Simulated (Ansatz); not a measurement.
Isolated molecules relaxed with PBE0-D4/def2-TZVP in Ansatz; ΔE leaves out vibrations. CBS: MP2 limit from def2 TZ/QZ plus the TZ coupled-cluster correction, frozen cores. This one scheme is used for every species. DFT in def2-TZVPP. B3LYP here is the variant with VWN-RPA as its local correlation; programs differ in this. One conformer a species, not always the lowest.

Consider the formal exchange of groups at a B–F bond: `OB(F)CF` + SiH₄ → `OB([SiH3])CF` + H–F.

`OB(F)CF`:

```xyz
8

O     1.367    0.082   -1.029
B     0.781    0.097    0.180
F     1.547    0.251    1.253
C    -0.778   -0.061    0.367
F    -1.394   -0.209   -0.877
H     0.719   -0.034   -1.731
H    -1.025   -0.938    0.975
H    -1.216    0.811    0.863
```

SiH₄:

Cartesian coordinates in Å:
```
Si 0.000 0.000 0.000
H 0.599 -0.422 1.291
H -0.607 -1.176 -0.672
H 1.056 0.577 -0.870
H -1.047 1.022 0.251
```

`OB([SiH3])CF`:

Z-matrix (Å, degrees):
```
Si
B 1 2.036
H 1 1.488 2 111.3
H 1 1.488 2 111.3 3 121.3
H 1 1.495 2 109.7 3 -119.3
C 2 1.575 1 121.3 3 -61.1
O 2 1.355 1 123.2 3 119.0
F 6 1.392 2 112.1 1 0.7
H 6 1.098 2 110.8 1 -120.0
H 6 1.098 2 111.0 1 121.5
H 7 0.960 2 114.3 1 0.1
```

H–F:

Cartesian coordinates in Å:
```
F -0.442 0.066 -0.110
H 0.442 -0.066 0.110
```

| level | ΔE (kJ/mol) |
| --- | --- |
| ωB97X-V | 179.0 |
| B3LYP | 187.7 |
| CCSD/def2-TZVPP | 181.6 |
| HF/CBS(def2) | 208.6 |

(1) What does CCSD(T)/CBS give? (An estimate is asked.)

Largest T1 diagnostic among the species: 0.013.

Answers

(1) The calculation gave: +172.8 kJ/mol. The listed levels differ from it by 6.2, 14.9, 8.8, 35.8 kJ/mol.

The D4 term adds −7.3 kJ/mol with B3LYP and −4.2 kJ/mol with PBE0; it sums over pairs of atoms, weighted by their polarisabilities, and B3LYP, whose exchange is more repulsive, gets the larger term. In def2-TZVPP, CCSD(T) changes the Hartree–Fock value by −30.0 kJ/mol (the triples alone add −3.5 kJ/mol) and MP2 by −28.3 kJ/mol.
